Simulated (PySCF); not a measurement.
Isomers of C5H4FNO, one GFN2-xTB conformer each. Single-point energies are computed at PBE0/pcSseg-1 (PySCF, gas phase, no added dispersion term), electronic only.

| SMILES | GFN2-xTB relative energy (kJ/mol) |
| --- | --- |
| N#C[C@H](F)OC1C=C1 | 378.4 |
| N#CC/C(F)=C/C=O | 214.1 |
| [O-][n+]1ccc(F)cc1 | 131.9 |
| Oc1ccncc1F | 0.0 |
| [H]/N=C\c1ccc(F)o1 | 86.7 |

Conformers: `[N:1]#[C:2][C@H:3]([F:4])[O:5][CH:6]1[CH:7]=[CH:8]1` with C2–C3–O5–C6 -169°, C3–O5–C6–C7 -139°; `[N:1]#[C:2][CH2:3]/[C:4]([F:5])=[CH:6]/[CH:7]=[O:8]` with C2–C3–C4–F5 84°, C4–C6–C7–O8 179°; `[OH:1][c:2]1[cH:3][cH:4][n:5][cH:6][c:7]1[F:8]` with H–O1–C2–C3 180°; `[H]/[N:1]=[CH:2]\[c:3]1[cH:4][cH:5][c:6]([F:7])[o:8]1` with N1–C2–C3–C4 0°.

What does PBE0/pcSseg-1 give for the same structures?

| SMILES | PBE0/pcSseg-1 E (Eh) | PBE0/pcSseg-1 (kJ/mol) | GFN2-xTB (kJ/mol) | point group |
| --- | --- | --- | --- | --- |
| Oc1ccncc1F | -422.23901 | 0.0 | 0.0 | Cs |
| [H]/N=C\c1ccc(F)o1 | -422.19885 | 105.5 | 86.7 | Cs |
| N#CC/C(F)=C/C=O | -422.19115 | 125.7 | 214.1 | C1 |
| [O-][n+]1ccc(F)cc1 | -422.17851 | 158.9 | 131.9 | C2v |
| N#C[C@H](F)OC1C=C1 | -422.11250 | 332.2 | 378.4 | C1 |

Both levels put the same isomer lowest; measured from each level's own lowest isomer, the values differ by up to 88.4 kJ/mol (N#CC/C(F)=C/C=O: 214.1 against 125.7). As drawn, the lowest has an aromatic ring and an O–H bond, which the highest lacks; the highest has a three-membered ring, a C≡N group and a C=C bond outside aromatic rings, which the lowest lacks.

Which frontier levels, dipoles and rotational constants go with these structures?

```tsv
SMILES	HOMO (eV, PBE0/pcSseg-1)	LUMO (eV)	dipole (D)	A, B, C (MHz)
Oc1ccncc1F	-7.57	-0.72	1.71	3409, 2278, 1365
[H]/N=C\c1ccc(F)o1	-6.90	-1.49	2.72	6632, 1308, 1093
N#CC/C(F)=C/C=O	-7.87	-2.28	3.95	4482, 1016, 927.6
[O-][n+]1ccc(F)cc1	-6.38	-1.27	2.55	5954, 1531, 1218
N#C[C@H](F)OC1C=C1	-8.66	-0.62	4.83	5866, 1223, 1074
```
